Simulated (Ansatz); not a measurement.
Born–Oppenheimer molecular dynamics of CH$_{7}$AlSSi (11 atoms, charge 0, multiplicity 1). It starts at the highest image of a converged band. Of that band: Neighbouring images differ by up to 1.3 eV, so the band resolves the path poorly. A vibrational analysis at the climbing image gives one clearly imaginary mode, 187i cm⁻¹, and a faint second one (29i cm⁻¹) that may be numerical noise or a soft torsion: probably a first-order saddle point.

Theory: Ansatz, UKS PBE-D4/def2-SVP.

- ensemble: NVE (velocity Verlet)
- time step: 0.5 fs
- steps asked: 200
- starting velocities drawn for: 100 K
- seed: 9792

First frame:

```xyz
11
Properties=species:S:1:pos:R:3
C -1.987 0.767 0.179
Al -1.311 -0.084 -1.518
S 1.061 -1.686 1.138
Si 2.052 -0.416 -0.314
H -2.983 0.357 0.467
H -1.330 0.680 1.074
H -2.133 1.860 0.008
H -0.193 -1.228 0.860
H 1.279 0.872 -0.454
H 3.416 -0.134 0.250
H 2.195 -1.046 -1.669
```

(1) How far do the bonds stretch over the last three quarters of this one trajectory? (Pairs bonded in most of those frames.)

Answers

(1) 
| bond | mean (Å) | spread (Å) | shortest | longest |
| --- | --- | --- | --- | --- |
| C1–Al2 | 2.007 | 0.011 | 1.98 | 2.02 |
| C1–H5 | 1.116 | 0.021 | 1.08 | 1.15 |
| C1–H6 | 1.115 | 0.018 | 1.09 | 1.14 |
| C1–H7 | 1.117 | 0.012 | 1.10 | 1.14 |
| S3–Si4 | 2.167 | 0.007 | 2.16 | 2.18 |
| S3–H8 | 1.369 | 0.006 | 1.36 | 1.38 |
| Si4–H9 | 1.509 | 0.018 | 1.48 | 1.54 |
| Si4–H10 | 1.503 | 0.006 | 1.49 | 1.51 |
| Si4–H11 | 1.502 | 0.003 | 1.50 | 1.51 |

Mean temperature of the second half: 80 K. The conserved energy stayed within 0.061 meV per atom of its start (net change 0.021 meV per atom), so the integration is sound. A run of 0.1 ps of so small a system gives no equilibrium averages. The orbitals stay closed-shell, which can raise the energy where a bond breaks towards radicals; this wasn't checked here.

Run time: 5.6 min on 2 threads of Intel(R) Xeon(R) 6975P-C (Granite Rapids), with other jobs on the host, peak memory 0.19 GiB.
